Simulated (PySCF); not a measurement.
Start geometry of `C[NH][GaH][CH2]C=C` from GFN2-xTB (Å):
```
atom  x, y, z in Å
C1     2.950   -0.631   -0.505
C2     2.470    0.120    0.477
C3     1.343    1.073    0.298
Ga4   -0.310   -0.107   -0.014
N5    -2.046    0.423    0.228
C6    -3.234   -0.383   -0.038
H7     2.555   -0.549   -1.509
H8     3.767   -1.317   -0.358
H9     2.874    0.025    1.479
H10    1.218    1.740    1.155
H11    1.488    1.686   -0.598
H12   -0.161   -1.590   -0.501
H13   -2.305    1.341    0.573
H14   -2.910   -1.363   -0.401
H15   -3.835   -0.532    0.866
H16   -3.870    0.074   -0.805
```

Problem. What comes out of this run: PySCF 2.14.0, PBE0-D3(BJ)/def2-SVP geometry optimisation, gas phase?

Solution. 
```
atom  x, y, z in Å
C1     3.4000   -0.3575   -0.4097
C2     2.4018   -0.0265    0.4161
C3     1.1971    0.7728    0.0655
Ga4   -0.4205   -0.3541   -0.1666
N5    -2.0299    0.3896    0.2466
C6    -3.3368   -0.2057    0.1302
H7     3.4166   -0.0211   -1.4520
H8     4.2338   -0.9789   -0.0737
H9     2.4472   -0.3975    1.4493
H10    0.9710    1.5247    0.8397
H11    1.3438    1.3134   -0.8855
H12   -0.4545   -1.8287   -0.6905
H13   -2.0597    1.3402    0.6001
H14   -3.2506   -1.2347   -0.2525
H15   -3.8683   -0.2679    1.0988
H16   -3.9985    0.3411   -0.5683
```

The energy falls by 4.0 kcal/mol over 12 energy and gradient evaluations, the largest force component goes from 0.0189 to 3.3e-04 Eh/bohr, and the atoms move by 0.471 Å rms after alignment. The bond that changes most is C3–Ga4 (ends: allylic carbon; gallium bonded to C, N and H), which shortens by 0.070 Å. Bonds longer at the end by more than 0.005 Å: 9 of 15; shorter: 3. Among the angles that change most is C3–Ga4–N5, from 125.2° to 117.5°. Among the dihedrals that turn most is C1–C2–C3–Ga4, from 69° to 103°. Rotational constants go from 9330, 1063, 988.2 to 11322, 965.2, 925.3 MHz. The orientation of the end geometry is arbitrary; only internal coordinates are fixed.

The run used 152 basis functions and 87 SCF cycles in all. On one thread, x86-64 server, shared host, this took 86 s.

No frequency check. The numbers are those of one conformer.
